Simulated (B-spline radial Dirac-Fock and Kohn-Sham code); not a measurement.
**Gd³⁺ 5p1/2: cross section and angular parameters**

System: gadolinium as Gd³⁺, configuration 1s2 2s2 2p6 3s2 3p6 3d10 4s2 4p6 4d10 4f7 5s2 5p6; threshold 60.74 eV (orbital energy of the model). Calculated with a radial finite-basis atomic code, using Dirac-Hartree-Slater photoionisation with a Latter tail; cross sections with all multipoles, angular parameters from the dipole term and its interference with E2.

Input of the calculation (task.json; shells as n, l, electrons):

```json
{"items": [{
  "Z": 64,
  "q": 3,
  "cfg": [[1, 0, 2], [2, 0, 2], [2, 1, 6], [3, 0, 2], [3, 1, 6], [3, 2, 10], [4, 0, 2], [4, 1, 6], [4, 2, 10], [4, 3, 7], [5, 0, 2], [5, 1, 6]],
  "A": 158,
  "rrms": 5.1569,
  "do": "xps",
  "hv": [73.9, 75.1, 95.1, 95.6, 100, 112.0, 139.0, 150, 187.0, 197.0, 224.0, 234.0, 317.0, 924.0, 1000, 1040.0, 1253.6, 1330.0, 1440.0, 1460.0, 1486.9, 1810.0, 2000, 2560.0, 2990.0, 4000, 4480.0, 6000, 6940.0, 7610.0]
}]}
```

Run with: `python xray2_run.py task.json out`

```tsv
hν (eV)	σ (kb)	β	γ	δ
73.9	357	1.397	0.318	-0.028
75.1	340	1.351	0.328	-0.028
95.1	157	0.625	0.356	-0.028
95.6	155	0.611	0.353	-0.028
100	137	0.482	0.330	-0.025
112	103	0.201	0.238	-0.014
139	66.9	-0.074	0.043	0.011
150	59.4	-0.071	-0.009	0.019
187	45.0	0.148	-0.061	0.034
197	42.6	0.224	-0.053	0.036
224	37.3	0.419	-0.011	0.037
234	?	?	?	?
317	26.5	0.906	0.163	0.028
924	7.92	1.631	0.200	0.001
1000	7.09	1.651	0.173	0.000
1040	6.71	1.659	0.159	0.000
1253.6	5.10	1.691	0.092	-0.001
1330	4.66	1.699	0.073	-0.001
1440	4.12	1.707	0.048	-0.002
1460	4.03	1.708	0.044	-0.002
1486.9	3.91	1.709	0.039	-0.002
1810	2.83	1.719	-0.005	-0.002
2000	2.39	1.719	-0.018	-0.003
2560	1.54	1.711	-0.012	-0.003
2990	1.15	1.698	0.022	-0.003
4000	0.647	1.662	0.149	-0.002
4480	0.512	1.644	0.221	0.000
6000	0.274	1.589	0.458	0.005
6940	0.197	1.558	0.603	0.010
7610	0.160	1.536	0.703	0.013
```

Q: Give the values at 234 eV.

A: σ = 35.7 kb, β = 0.485, γ = 0.010, δ = 0.037.
